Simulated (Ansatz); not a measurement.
Coupled-cluster diagnostics for the cluster MgSe2⁻, Ansatz.

Geometry of the doublet (PBE0-D4/def2-TZVPD):

```xyz
3

Mg    0.011   -1.392    1.216
Se   -0.274    1.419    0.222
Se    0.263   -0.027   -1.438
```

Correlated methods freeze 19 core orbitals; core or outer-core shells of Mg, Se are correlated, in sets that lack core-valence functions. Another isomer (doublet) lies 1.26 eV lower at PBE0-D4/def2-TZVPD; other spin states weren't run for this one.

**Question.** Estimate the CCSD(T) correlation energy, the shares of MP2 and (T), T1 and the reference's ⟨S²⟩ for: charge -1, doublet, own geometry in def2-SVPD; and the rough time on 4 threads of Arm Neoverse V1 on a shared host.

**Answer.** 
```json
{"state": "charge -1, doublet, own geometry", "basis": "def2-SVPD", "correlation (eV)": "-14.595", "MP2 share (%)": "94.1", "(T) share (%)": "3.5", "T1": "0.032", "⟨S²⟩ (pure)": "0.99 (0.75)", "wall time": "35 s", "remarks": "spin-contaminated (⟨S²⟩ 0.99)"}
```
Customary marks for T1 are 0.02 (closed shells), 0.045 (open shells) and about 0.05 (3d metals). T1 exceeds 0.02 in 1 of 1 rows and 0.045 in 0; the higher it lies, the less the single-reference result can be trusted.
